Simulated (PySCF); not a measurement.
An unknown shows these calculated signals:

$^{1}$H NMR (500 MHz, computed): δ 7.96 (d, 1H), 7.30 (m, 1H), 7.20 (d, 1H), 6.89 (m, 1H), 6.57 (m, 1H), 5.80 (s, 2H).

$^{13}$C{$^{1}$H} NMR (computed): δ 147.1 (CH2), 145.7 (C), 130.4 (CH), 124.1 (CH), 106.4 (CH).

PySCF calculation with GFN2-xTB structure and NMR shieldings at PBE0/pcSseg-1/GIAO; in vacuum, non-relativistic Hamiltonian, single conformer, averaged over atoms made equivalent by symmetry, fast rotation or ring inversion.

Chemical shifts δ = σref − σ; $^{1}$H (σ = 31.72 ppm), $^{13}$C (σ = 186.93 ppm) vs TMS, all at this level.

**Question.** Which of these does the molecule contain: an ester, a heteroaromatic ring, a Si–H bond, a nitrile, a ketone?

**Answer.** 
- An ester: no.
- A heteroaromatic ring: yes.
- A Si–H bond: yes (δH 5.80 (s)).
- A nitrile: no.
- A ketone: no.

The data belong to SMILES C=Nc1ccn([SiH2]Cl)c1, C₅H₇ClN₂Si; they needn't prove each group on their own.

Carbon signals by region: 5 in the sp2 and nitrile region (100–160 ppm).

Shifts are as computed. Against solution values, carbons near 30 ppm lie about +3 ppm off and those near 130 ppm about +5 ppm. Of 1211 compounds with measured shifts, 218 miss one by over three times the rms of a fit or turn the order of signals round; such compounds aren't used in these exercises. No couplings were computed; multiplicities are counted from neighbouring protons, with m where these are inequivalent, close in shift, in a saturated or five-membered ring or joined by F or P, and br s for small geminal =CH2 splittings.
